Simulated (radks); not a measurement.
Values are calculated unless marked as measured or tabulated.
Neutral nickel, 28 electrons, occupied as [Ar] 3d9 4s1 (not the ground configuration). Code: a radial shooting solver on a logarithmic mesh with Libxc functionals. Model: Dirac Kohn-Sham, LDA (Slater exchange, Perdew-Wang correlation), spin-unpolarised, spherical densities, point nucleus; open shells are shared between the two j in proportion to 2j + 1.

Radial electron density D(r) = 4 pi r^2 rho(r):

```
   r/bohr * D(r) (the largest magnitude, 38.3, reaches the edge; | marks zero)
 0.007107 |         *
 0.008142 |           *
 0.009329 |              *
  0.01069 |                 *
  0.01224 |                     *
  0.01403 |                        *
   0.0162 |                             *
  0.01856 |                                 *
  0.02127 |                                      *
  0.02436 |                                         *
  0.02791 |                                             *
  0.03198 |                                               *
  0.03664 |                                                *
  0.04231 |                                               *
  0.04848 |                                              *
  0.05554 |                                           *
  0.06363 |                                        *
   0.0729 |                                      *
  0.08352 |                                      *
  0.09646 |                                       *
   0.1105 |                                           *
   0.1266 |                                               *
   0.1451 |                                                    *
   0.1662 |                                                      *
   0.1904 |                                                     *
   0.2199 |                                                *
   0.2519 |                                        *
   0.2886 |                                *
   0.3307 |                         *
   0.3788 |                      *
    0.434 |                       *
   0.5012 |                         *
   0.5743 |                            *
   0.6579 |                            *
   0.7538 |                          *
   0.8636 |                      *
   0.9894 |                 *
    1.134 |            *
    1.309 |       *
      1.5 |     *
    1.718 |   *
    1.969 |  *
    2.255 | *
    2.584 |*
    2.984 |*
    3.419 |*
    3.917 *
    4.488 *
    5.141 *
     5.89 *
    6.803 *
    7.794 *
    8.929 *
    10.23 *
```

D(r) has 3 maxima, at r = 0.0378, 0.172, 0.627 bohr, and minima at 0.0815, 0.397 bohr, inside which lie 2.11, 10.80 electrons.
